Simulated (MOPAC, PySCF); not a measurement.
C2H6N2, SMILES `C/N=C\N`, neutral singlet in the gas phase. 

Cartesian coordinates (Å):
SMILES: C/N=C\N
```xyz
10

C      1.3885    -0.1208    -0.2820
N      0.4614     0.8182    -0.8855
C     -0.7713     0.6838    -0.6161
N     -1.3602    -0.2369     0.2206
H      1.1695    -1.1634    -0.5562
H      2.3991     0.0999    -0.6221
H      1.3829    -0.0593     0.8146
H     -1.4795     1.3868    -1.0526
H     -0.8350    -1.0445     0.5094
H     -2.3554    -0.3638     0.1629
```
Charge 0, spin multiplicity 1.

All levels are single points at this geometry (B3LYP-D3(BJ)/def2-TZVP); Pople sets use spherical d functions. Orbital energies aren't observables, and empty levels follow the basis.

B3LYP/6-31G* in PySCF gives dipole (D) = 3.21.

Problem. Estimate the dipole (D) from each of these levels: B3LYP-D3(BJ)/def2-TZVP in PySCF; BP86/6-31G* in PySCF; M06-2X/6-31G* in PySCF; HF/3-21G in PySCF; HF/STO-3G in PySCF; AM1 in MOPAC; PM3 in MOPAC; PM6 in MOPAC.

Solution. 
| level | dipole (D) |
|---|---|
| B3LYP-D3(BJ)/def2-TZVP in PySCF | 3.20 |
| BP86/6-31G* in PySCF | 3.21 |
| M06-2X/6-31G* in PySCF | 3.22 |
| HF/3-21G in PySCF | 3.43 |
| HF/STO-3G in PySCF | 2.85 |
| AM1 in MOPAC | 2.93 |
| PM3 in MOPAC | 3.04 |
| PM6 in MOPAC | 3.38 |
